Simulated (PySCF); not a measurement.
OSn, neutral, multiplicity 1. Atoms are numbered in the order given.

```xyz
2

Sn     0.0000     0.0000    -0.2507
O      0.0000     0.0000     1.5671
```
Charge 0, spin multiplicity 1.

Geometry optimised at PBE0-D3(BJ)/def2-TZVP. The def2 effective core potentials stand for the cores of Sn; spin–orbit coupling is left out.

Method: TDA-B3LYP/def2-TZVPD run with PySCF.

Vertical excitations; the highest root listed may be one member of a degenerate set. The molecule is in vacuum. State labels are in the subgroup C2v.

Computed UV-visible absorptions:
```tsv
state	symmetry	energy (eV)	λ (nm)	f	main pairs
S1	A2	3.65	340	0.000	HOMO−1→LUMO 50 %, HOMO−2→LUMO+1 50 %
S2	B1	3.88	319	0.039	HOMO→LUMO (degenerate set)
S3	B2	3.88	319	0.039	HOMO→LUMO+1 (degenerate set)
S4	A2	3.91	317	0.000	HOMO−2→LUMO+1, HOMO−1→LUMO (degenerate set)
S5	A1	3.91	317	0.000	HOMO−1→LUMO+1, HOMO−2→LUMO (degenerate set)
S6	A1	5.69	218	0.000	HOMO→LUMO+2 47 %, HOMO−2→LUMO 23 %, HOMO−1→LUMO+1 23 %
S7	B1	6.50	191	0.038	HOMO−2→LUMO+2 (degenerate set)
S8	B2	6.50	191	0.038	HOMO−1→LUMO+2 (degenerate set)
S9	A1	7.05	176	0.003	HOMO→LUMO+3 88 %
S10	B1	7.19	172	0.056	HOMO−2→LUMO+3 100 %
T1	A1	2.91	425	0	HOMO−1→LUMO+1 49 %, HOMO−2→LUMO 49 %
T2	B1	3.11	398	0	HOMO→LUMO (degenerate set)
T3	B2	3.11	398	0	HOMO→LUMO+1 (degenerate set)
T4	A2	3.20	387	0	HOMO−1→LUMO 49 %, HOMO−2→LUMO+1 49 %
```
Triplets are in the Tamm–Dancoff approximation.
